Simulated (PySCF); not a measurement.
# MgHg⁺: frontier orbitals

PBE0 at R = 2.867 Å; PySCF, scalar-relativistic core potentials, basis sets Mg cc-pVDZ, Hg cc-pVDZ-PP with ECP60. State: ²Σ⁺ (doublet), unpaired electrons σ ↑. Only the outer orbitals are listed, counted within each symmetry, core potentials removing the inner ones.

```tsv
spin	orbital	occ.	ε (eV)	on Mg (%)	main shells (%)
α	6σ	1	-17.80	2	97 Hg d
α	3π	1	-17.62	0	100 Hg d
α	3π	1	-17.62	0	100 Hg d
α	1δ	1	-17.46	0	100 Hg d
α	1δ	1	-17.46	0	100 Hg d
α	7σ	1	-13.82	17	77 Hg s, 17 Mg s
α	8σ	1	-10.99	77	74 Mg s, 23 Hg s
α	4π	0	-6.45	74	74 Mg p, 25 Hg p
α	4π	0	-6.45	74	74 Mg p, 25 Hg p
α	9σ	0	-6.38	57	56 Mg p, 37 Hg p
β	6σ	1	-17.69	2	97 Hg d
β	3π	1	-17.55	0	100 Hg d
β	3π	1	-17.55	0	100 Hg d
β	1δ	1	-17.41	0	100 Hg d
β	1δ	1	-17.41	0	100 Hg d
β	7σ	1	-13.49	10	84 Hg s, 8 Mg s
β	8σ	0	-8.52	76	78 Mg s, 17 Hg s
β	4π	0	-5.84	49	50 Hg p, 48 Mg p
β	4π	0	-5.84	49	50 Hg p, 48 Mg p
```

Question: Which are the highest filled and the lowest empty level, where do they sit, and how wide is the gap?

Answer: Highest filled α 8σ at -10.99 eV (in %: 74 Mg s, 23 Hg s); lowest empty β 8σ at -8.52 eV (in %: 78 Mg s, 17 Hg s); the gap at PBE0 is 2.47 eV.

* bond order (Mayer): 0.31
* ⟨S²⟩: 0.754
* charge on Mg (Mulliken, basis-dependent): 0.90
* charge on Mg (Löwdin, basis-dependent): 0.69
* dipole moment (positive dipole points towards Hg; it is taken about the centre of mass and depends on that origin): -7.78 D
* polarisability along the bond: 116.1 bohr³
* polarisability across the bond: 59.0 bohr³

Spin–orbit coupling is left out. The state was picked by a PBE0 search and need not be the measured ground state.
